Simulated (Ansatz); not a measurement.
Born–Oppenheimer molecular dynamics of a periodic cell of 27 atoms, MgH₁₆Cl₂O₈ (contents 8 H2O + 1 Mg + 2 Cl, density as packed 1.18 g/cm³ with natural masses). It goes on from the last frame of an earlier run, with new velocities.

The calculation used Ansatz 0.2.0, DFT PBE-D3(BJ), scalar-relativistic, plane waves, PAW. Settings: accuracy low, cutoff 420 eV, k mesh 1x1x1, fermi-dirac smearing 0.02 eV, no spin polarisation.

- ensemble: NVT, Nosé–Hoover chain
- time step: 0.5 fs
- steps asked: 200
- set temperature: 300 K
- starting velocities: zero
- thermostat: time constant 100 fs, chain length 1
- masses: H 2.014 u
- seed: 154680

First frame:

```xyz
27
Lattice="6.9562 0.0000 0.0000 0.0000 6.9562 0.0000 0.0000 0.0000 6.9562" Properties=species:S:1:pos:R:3
O 5.540 -0.146 3.675
H 5.223 -0.675 2.918
H 4.929 0.612 3.719
O 2.266 7.178 5.234
H 2.220 6.232 5.441
H 2.298 7.294 4.306
O 7.581 1.906 6.247
H 6.753 2.117 5.833
H 8.167 1.328 5.717
O 6.706 5.458 5.736
H 5.934 4.881 5.897
H 6.591 5.965 4.925
O 5.060 3.572 6.013
H 5.139 3.192 6.956
H 4.074 3.735 5.817
O 2.453 3.968 5.256
H 2.299 3.453 4.393
H 1.581 4.036 5.580
O 1.874 4.932 2.163
H 1.308 4.148 2.267
H 2.753 4.685 2.612
O 7.073 6.556 1.045
H 7.822 6.077 1.499
H 6.939 6.155 0.108
Mg 0.515 1.502 1.367
Cl 2.657 1.662 2.419
Cl 6.245 3.219 2.171
```

(1) What does the run give?

(2) What happens to the structure?

(3) How do temperature and energy run in time?

Answers

(1) All steps were run.

```
steps done                                               : 200
time covered                                             : 100 fs
mean temperature over the second half                    : 199 K
spread of the potential energy over the second half      : 2.1 meV per atom
mean potential energy of the second half above the start : -18.0 meV per atom
```

The conserved energy stayed within 0.16 meV per atom of its start (net change -0.045 meV per atom), so the integration is sound. The mean temperature of the second half is 34 % below the set value. A run of 0.1 ps of so small a system gives no equilibrium averages. Limits of this set-up: coarse k mesh, low accuracy level.

(2) Mean squared displacements from the first frame to the last, about the centre of mass: O 0.10 Å², H 0.22 Å², Mg 0.07 Å², Cl 0.01 Å². This is one draw of velocities; another would differ in detail.

(3) 
```json
{"time (fs)": "0.0", "T (K)": "0", "potential energy less start (eV)": "0.000", "conserved less start (meV/atom)": "0.00"}
{"time (fs)": "3.0", "T (K)": "97", "potential energy less start (eV)": "-0.331", "conserved less start (meV/atom)": "-0.16"}
{"time (fs)": "6.0", "T (K)": "49", "potential energy less start (eV)": "-0.163", "conserved less start (meV/atom)": "-0.02"}
{"time (fs)": "9.0", "T (K)": "135", "potential energy less start (eV)": "-0.456", "conserved less start (meV/atom)": "-0.14"}
{"time (fs)": "12.0", "T (K)": "102", "potential energy less start (eV)": "-0.339", "conserved less start (meV/atom)": "-0.04"}
{"time (fs)": "15.0", "T (K)": "152", "potential energy less start (eV)": "-0.509", "conserved less start (meV/atom)": "-0.12"}
{"time (fs)": "18.0", "T (K)": "132", "potential energy less start (eV)": "-0.436", "conserved less start (meV/atom)": "-0.06"}
{"time (fs)": "21.0", "T (K)": "156", "potential energy less start (eV)": "-0.516", "conserved less start (meV/atom)": "-0.11"}
{"time (fs)": "24.0", "T (K)": "133", "potential energy less start (eV)": "-0.431", "conserved less start (meV/atom)": "-0.07"}
{"time (fs)": "27.0", "T (K)": "145", "potential energy less start (eV)": "-0.469", "conserved less start (meV/atom)": "-0.09"}
{"time (fs)": "30.0", "T (K)": "157", "potential energy less start (eV)": "-0.502", "conserved less start (meV/atom)": "-0.08"}
{"time (fs)": "33.0", "T (K)": "170", "potential energy less start (eV)": "-0.541", "conserved less start (meV/atom)": "-0.09"}
{"time (fs)": "36.0", "T (K)": "180", "potential energy less start (eV)": "-0.566", "conserved less start (meV/atom)": "-0.09"}
{"time (fs)": "39.0", "T (K)": "166", "potential energy less start (eV)": "-0.512", "conserved less start (meV/atom)": "-0.08"}
{"time (fs)": "42.0", "T (K)": "165", "potential energy less start (eV)": "-0.500", "conserved less start (meV/atom)": "-0.08"}
{"time (fs)": "45.0", "T (K)": "166", "potential energy less start (eV)": "-0.495", "conserved less start (meV/atom)": "-0.09"}
{"time (fs)": "48.0", "T (K)": "163", "potential energy less start (eV)": "-0.478", "conserved less start (meV/atom)": "-0.08"}
{"time (fs)": "51.0", "T (K)": "164", "potential energy less start (eV)": "-0.472", "conserved less start (meV/atom)": "-0.09"}
{"time (fs)": "54.0", "T (K)": "150", "potential energy less start (eV)": "-0.416", "conserved less start (meV/atom)": "-0.07"}
{"time (fs)": "57.0", "T (K)": "150", "potential energy less start (eV)": "-0.407", "conserved less start (meV/atom)": "-0.07"}
{"time (fs)": "60.0", "T (K)": "170", "potential energy less start (eV)": "-0.464", "conserved less start (meV/atom)": "-0.10"}
{"time (fs)": "63.0", "T (K)": "157", "potential energy less start (eV)": "-0.411", "conserved less start (meV/atom)": "-0.05"}
{"time (fs)": "66.0", "T (K)": "181", "potential energy less start (eV)": "-0.480", "conserved less start (meV/atom)": "-0.09"}
{"time (fs)": "69.0", "T (K)": "165", "potential energy less start (eV)": "-0.414", "conserved less start (meV/atom)": "-0.06"}
{"time (fs)": "72.0", "T (K)": "193", "potential energy less start (eV)": "-0.494", "conserved less start (meV/atom)": "-0.08"}
{"time (fs)": "75.0", "T (K)": "209", "potential energy less start (eV)": "-0.533", "conserved less start (meV/atom)": "-0.06"}
{"time (fs)": "78.0", "T (K)": "240", "potential energy less start (eV)": "-0.619", "conserved less start (meV/atom)": "-0.10"}
{"time (fs)": "81.0", "T (K)": "220", "potential energy less start (eV)": "-0.534", "conserved less start (meV/atom)": "-0.06"}
{"time (fs)": "84.0", "T (K)": "219", "potential energy less start (eV)": "-0.514", "conserved less start (meV/atom)": "-0.07"}
{"time (fs)": "87.0", "T (K)": "206", "potential energy less start (eV)": "-0.453", "conserved less start (meV/atom)": "-0.05"}
{"time (fs)": "90.0", "T (K)": "238", "potential energy less start (eV)": "-0.542", "conserved less start (meV/atom)": "-0.08"}
{"time (fs)": "93.0", "T (K)": "236", "potential energy less start (eV)": "-0.514", "conserved less start (meV/atom)": "-0.06"}
{"time (fs)": "96.0", "T (K)": "244", "potential energy less start (eV)": "-0.520", "conserved less start (meV/atom)": "-0.07"}
{"time (fs)": "99.0", "T (K)": "233", "potential energy less start (eV)": "-0.462", "conserved less start (meV/atom)": "-0.04"}
```

Time of the run: 7.6 min on 1 thread of Arm Neoverse N1, on a shared host, peak memory 0.41 GiB.
